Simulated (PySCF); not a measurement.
SMILES c1ccc(Sc2ccccc2)cc1 (C12H10S), singlet at its GFN2-xTB optimised geometry (Å):

```
23

C     -2.5828    -1.9308     0.0000
C     -3.2717    -0.7293     0.0008
C     -2.5811     0.4687    -0.0120
C     -1.1928     0.4627    -0.0208
S     -0.3444     2.0235     0.0242
C      1.0815     1.7098    -0.9899
C      0.9835     0.9664    -2.1582
C      2.1085     0.7716    -2.9377
C      3.3220     1.3296    -2.5689
C      3.4093     2.0884    -1.4136
C      2.2924     2.2792    -0.6207
C     -0.4974    -0.7385     0.0000
C     -1.1973    -1.9308     0.0000
H     -3.1232    -2.8655     0.0029
H     -4.3516    -0.7230     0.0057
H     -3.1079     1.4108    -0.0154
H      0.0350     0.5402    -2.4508
H      2.0328     0.1872    -3.8429
H      4.1966     1.1752    -3.1830
H      4.3516     2.5293    -1.1239
H      2.3497     2.8655     0.2839
H      0.5828    -0.7395     0.0116
H     -0.6547    -2.8646     0.0095
```

Calculation: CAM-B3LYP/def2-SVP in PySCF 2.14.0.

Map of the deformation density (molecule minus spherical neutral atoms) (e/bohr³) on the plane z = 0.6 Å:

```
|33333333333333333333333333333|
|33333333333333333333333333333|
|33333333333333333333333333333|
|33333333333333333333333333333|
|33333333333333333333333333333|
|33333333333333333333333333333|
|33333333333333333332233333333|
|33333333333333333221223333333|
|33333333333334432223223333333|
|33333333332228842223323333333|
|33333322222106952222233333333|
|33333323421124433233333333333|
|33333223313123223333333333333|
|33333211126211123333333333333|
|33332214522263122333333333333|
|33322422300142332333333333333|
|33322421300131342233333333333|
|33332214621263122333333333333|
|33333212136212123333333333333|
|33333223313133223333333333333|
|33333323421243233333333333333|
|33333322222222233333333333333|
|33333333333333333333333333333|
|33333333333333333333333333333|
|33333333333333333333333333333|
|33333333333333333333333333333|
|33333333333333333333333333333|
|33333333333333333333333333333|
|33333333333333333333333333333|
```
Scale: ten equal steps from -0.020 (start of '0') to 0.037 (end of '9'), in the order '0123456789'; x runs from -6.50 to 6.50, y from -6.50 (bottom) to 6.50 (top).
